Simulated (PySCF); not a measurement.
Precursor series Zr Cl-H. Isolated molecules, 0 K electronic values unless said otherwise.

Computed with B3LYP-D3(BJ)/def2-TZVP // r2SCAN-D4/def2-SVP (PySCF 2.14.0). B3LYP has the VWN-RPA correlation part, as in Gaussian. 

```tsv
species	mean distance from the central atom to its bonded neighbours (Å)	coordination number	HOMO–LUMO gap (eV)
0 of 4 Cl replaced by H ([Zr(Cl)4])	2.330	4	(withheld)
1 of 4 Cl replaced by H ([Zr(Cl)3(H)])	2.205	(withheld)	6.05
2 of 4 Cl replaced by H ([Zr(Cl)2(H)2])	(withheld)	4	5.61
3 of 4 Cl replaced by H ([Zr(Cl)(H)3])	1.965	4	5.64
4 of 4 Cl replaced by H	1.848	4	5.60
```

**Question.** Fill in the missing entries.

**Answer.** 
- 0 of 4 Cl replaced by H ([Zr(Cl)4]), HOMO–LUMO gap (eV): 6.48
- 1 of 4 Cl replaced by H ([Zr(Cl)3(H)]), coordination number: 4
- 2 of 4 Cl replaced by H ([Zr(Cl)2(H)2]), mean distance from the central atom to its bonded neighbours (Å): 2.084
